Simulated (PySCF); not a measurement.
A calculated (M06-L, PySCF 2.14, 6-31G*, no relativity, point nucleus) atom or ion has these occupied shells.

```tsv
shell	electrons	orbital energy (eV)	rms radius, mean of both spins (bohr)
1s α	1	-3135.7	0.0999
1s β	1	-3135.4	0.0999
2s α	1	-315.31	0.450
2s β	1	-315.19	0.450
2p α	3	-247.28	0.419
2p β	3	-247.00	0.419
3s α	1	-38.456	1.48
3s β	1	-36.400	1.48
3p α	3	-23.128	1.69
3p β	2	-21.708	1.69
```

Problem. Name the element and its charge.

Solution. Ar⁺ (argon, charge +1), in [Ne] 3s2 3p5, 2P determinant.
